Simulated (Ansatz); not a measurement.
Species: C₄H₁₀GeI₂, SMILES `C[CH2][Ge]([I])([I])[CH2]C` (C–C–Ge–I torsion 58°, I–Ge–C–C torsion -59°) (charge 0, multiplicity 1).

### Question
Give a relaxed geometry from B3LYP-D3(BJ)/def2-SVP (Ansatz, a first-principles code).

### Answer
This is not unique; one that fits is the end point of this relaxation, one of several conformers (outside a Z-matrix the atoms follow the SMILES, hydrogens last).
Z-matrix (Å, degrees):
```
Ge
C 1 1.9683
H 2 1.1033 1 105.53
H 2 1.1033 3 107.42 1 -112.22
C 2 1.5262 3 111.61 4 -122.64
H 5 1.1010 2 111.24 3 -59.81
H 5 1.1010 6 107.67 2 122.13
H 5 1.1019 6 107.82 7 116.08
C 1 1.9683 2 115.57 3 -56.67
H 9 1.1033 1 105.50 2 -57.23
H 9 1.1033 10 107.42 1 -112.25
C 9 1.5262 10 111.60 11 -122.64
H 12 1.1010 9 111.24 10 179.96
H 12 1.1010 13 107.67 9 -122.13
H 12 1.1019 13 107.82 14 -116.08
I 1 2.5610 2 108.12 3 64.65
I 1 2.5610 2 108.09 3 -177.86
```
